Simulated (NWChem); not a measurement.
System meant: Zn

NWChem input:

```
start job
memory heap 200 mb stack 900 mb global 1100 mb
geometry units angstroms noautosym nocenter noautoz
  Zn     0.000000     0.000000     0.000000
end
basis spherical
  * library def2-svp
end
dft
  xc m06-2x
  iterations 150
end
property
  shielding
end
task dft property
```

End of the output:

```
 Vector   16  Occ=0.000000D+00  E= 1.018561D-01
              MO Center=  1.5D-15,  2.1D-14,  1.2D-14, r^2= 2.2D+00
   Bfn.  Coefficient  Atom+Function         Bfn.  Coefficient  Atom+Function
  ----- ------------  ---------------      ----- ------------  ---------------
    13      0.822587  1 Zn py                14      0.566196  1 Zn pz
    12     -0.261140  1 Zn px                10     -0.221832  1 Zn py
    11     -0.152690  1 Zn pz                 7      0.070866  1 Zn py
     9      0.070423  1 Zn px                 8      0.048778  1 Zn pz

 Vector   17  Occ=0.000000D+00  E= 1.018561D-01
              MO Center= -2.5D-13, -4.1D-14, -1.2D-14, r^2= 2.2D+00
   Bfn.  Coefficient  Atom+Function         Bfn.  Coefficient  Atom+Function
  ----- ------------  ---------------      ----- ------------  ---------------
    12      0.994082  1 Zn px                 9     -0.268081  1 Zn px
    14      0.228283  1 Zn pz                13      0.158454  1 Zn py
     6      0.085640  1 Zn px                11     -0.061562  1 Zn pz
    10     -0.042731  1 Zn py

 Vector   18  Occ=0.000000D+00  E= 1.018561D-01
              MO Center=  4.5D-14,  2.7D-14, -1.1D-14, r^2= 2.2D+00
   Bfn.  Coefficient  Atom+Function         Bfn.  Coefficient  Atom+Function
  ----- ------------  ---------------      ----- ------------  ---------------
    14      0.832304  1 Zn pz                13     -0.603046  1 Zn py
    11     -0.224453  1 Zn pz                10      0.162627  1 Zn py
    12     -0.095008  1 Zn px                 8      0.071703  1 Zn pz
     7     -0.051952  1 Zn py                 9      0.025621  1 Zn px

          -----------------------------------------
          Chemical Shielding Tensors (GIAO, in ppm)
          -----------------------------------------

 ------------------------------------------------------------------------
  xm06: d2 not coded                    0
 ------------------------------------------------------------------------
 ------------------------------------------------------------------------
  current input line :
    16: task dft property
 ------------------------------------------------------------------------
 ------------------------------------------------------------------------
 This error has not yet been assigned to a category
 ------------------------------------------------------------------------
 For more information see the NWChem manual at https://nwchemgit.github.io

0: xm06: d2 not coded:Received an Error in Communication
```

Question: What is wrong, and how is it mended?

Answer: The program stopped with an error. Cause: this functional's second derivatives, which shieldings need, aren't coded here; the fix takes a hybrid GGA instead. This input runs:
```
start job
memory heap 200 mb stack 900 mb global 1100 mb
geometry units angstroms noautosym nocenter noautoz
  Zn     0.000000     0.000000     0.000000
end
basis spherical
  Zn library def2-svp
end
dft
  xc pbe0
  iterations 150
end
property
  shielding
end
task dft property
```
It converges to -1778.88088 Ha (PBE0/def2-SVP, GIAO).
